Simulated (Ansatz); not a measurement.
Mulliken charges of `[OH2+][B-](Cl)(Cl)Cl` from PBE/def2-TZVPP in Ansatz (PBE0-D4/def2-TZVP geometry).

```json
{"atom": "O1", "x (Å)": "-0.178", "y (Å)": "0.459", "z (Å)": "0.923", "charge (e)": "-0.026"}
{"atom": "B2", "x (Å)": "-0.112", "y (Å)": "-0.353", "z (Å)": "-0.519", "charge (e)": "0.122"}
{"atom": "Cl3", "x (Å)": "1.228", "y (Å)": "-1.549", "z (Å)": "-0.228", "charge (e)": "-0.187"}
{"atom": "Cl4", "x (Å)": "-1.732", "y (Å)": "-1.077", "z (Å)": "-0.751", "charge (e)": "-0.155"}
{"atom": "Cl5", "x (Å)": "0.308", "y (Å)": "0.974", "z (Å)": "-1.692", "charge (e)": "-0.187"}
{"atom": "H6", "x (Å)": "0.520", "y (Å)": "0.090", "z (Å)": "1.487", "charge (e)": "0.217"}
{"atom": "H7", "x (Å)": "0.028", "y (Å)": "1.388", "z (Å)": "0.735", "charge (e)": "0.217"}
```

**Question.** By hand: the dipole of these point charges (1 e Å = 4.8032 D).

**Answer.** Σ q r = (0.091, 0.540, 0.870) e Å, of length 1.028 e Å = 4.94 D.

**Question.** How does the dipole of the full density compare? (Estimate.)

**Answer.** The calculation gave: (0.218, 0.528, 0.768) e Å, 4.60 D; the point charges give 1.07 times that, at 9° from its direction.

Point charges leave out the atoms' own dipoles, such as those of lone pairs, and Mulliken's split depends on the basis, so the close match here is no proof of good charges.
